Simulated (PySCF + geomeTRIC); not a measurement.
Method: PySCF + geomeTRIC with BP86-D3(BJ)/def2-SVP. fastk is a local helper that only speeds up exchange builds. No frequencies were computed at this level.

```python
import json, numpy as np
from pyscf import gto, dft
from fastk import lowrank_exchange
atoms = """
Ti     0.016523     0.017699     0.008548
Cl     1.404279    -0.916029     1.294170
Cl     1.013178     0.870595    -1.643609
Cl    -1.062061     1.499531     1.053331
Br    -1.484143    -1.592191    -0.770720
"""
def scf(charge, spin, dm0=None):
    mol = gto.M(atom=atoms, basis='def2-svp', ecp={}, charge=charge, spin=spin, verbose=3, max_memory=10080)
    mf = dft.KS(mol, xc='bp86').density_fit(auxbasis="def2-universal-jkfit")
    mf.disp = 'd3bj'
    mf.grids.level = 3
    mf.conv_tol = 1e-8
    mf.max_cycle = 120
    mf.level_shift = 0.25
    mf.kernel(dm0)
    if not mf.converged:
        mf = mf.newton().run(mf.mo_coeff, mf.mo_occ).undo_soscf()
    return mf
mf = scf(0, 0)
from pyscf.geomopt.geometric_solver import kernel as optimize
path = []
done, mol = optimize(mf, maxsteps=120, assert_convergence=False, callback=lambda env: path.append((env["energy"], bool(env["g_scanner"].converged))))
res = dict(converged=bool(done and path[-1][1]), energy=path[-1][0], path=[e for e, c in path], xyz=mol.atom_coords(unit="Angstrom").tolist(), nao=mol.nao)
json.dump(res, open("result.json", "w"))
```

Output:

```
converged SCF energy = -4804.191390237
Geometry optimization cycle 1
SCF not converged.
cycle 1: E = -4804.19139018  dE = -4804.19  norm(grad) = 0.048446
Geometry optimization cycle 2
converged SCF energy = -4804.19542227483
cycle 2: E = -4804.19542227  dE = -0.00403209  norm(grad) = 0.00908147
Geometry optimization cycle 3
converged SCF energy = -4804.19555461306
cycle 3: E = -4804.19555461  dE = -0.000132338  norm(grad) = 0.00105618
Geometry optimization cycle 4
converged SCF energy = -4804.1955573492
cycle 4: E = -4804.19555735  dE = -2.73614e-06  norm(grad) = 0.000135238
Geometry optimization cycle 5
converged SCF energy = -4804.19555781807
cycle 5: E = -4804.19555782  dE = -4.68868e-07  norm(grad) = 0.000264802
<class 'geometric.internal.Distance'> : 4
<class 'geometric.internal.Angle'> : 6
<class 'geometric.internal.TranslationX'> : 1
<class 'geometric.internal.TranslationY'> : 1
<class 'geometric.internal.TranslationZ'> : 1
<class 'geometric.internal.RotationA'> : 1
<class 'geometric.internal.RotationB'> : 1
<class 'geometric.internal.RotationC'> : 1
Step    0 : Gradient = 2.167e-02/2.430e-02 (rms/max) Energy = -4804.1913901818
Step    1 : Displace = 3.832e-02/4.721e-02 (rms/max) Trust = 1.000e-01 (=) Grad = 4.061e-03/6.297e-03 (rms/max) E (change) = -4804.1954222748 (-4.032e-03) Quality = 1.115
Step    2 : Displace = 6.548e-03/7.564e-03 (rms/max) Trust = 1.414e-01 (+) Grad = 4.723e-04/6.767e-04 (rms/max) E (change) = -4804.1955546131 (-1.323e-04) Quality = 1.118
Step    3 : Displace = 1.140e-03/1.401e-03 (rms/max) Trust = 2.000e-01 (+) Grad = 6.048e-05/1.039e-04 (rms/max) E (change) = -4804.1955573492 (-2.736e-06) Quality = 1.022
Step    4 : Displace = 6.408e-04/7.496e-04 (rms/max) Trust = 2.828e-01 (+) Grad = 1.184e-04/1.481e-04 (rms/max) E (change) = -4804.1955578181 (-4.689e-07) Quality = 0.661
Converged! =D
```

Cost: about 2.9 core-minutes (a rough figure).
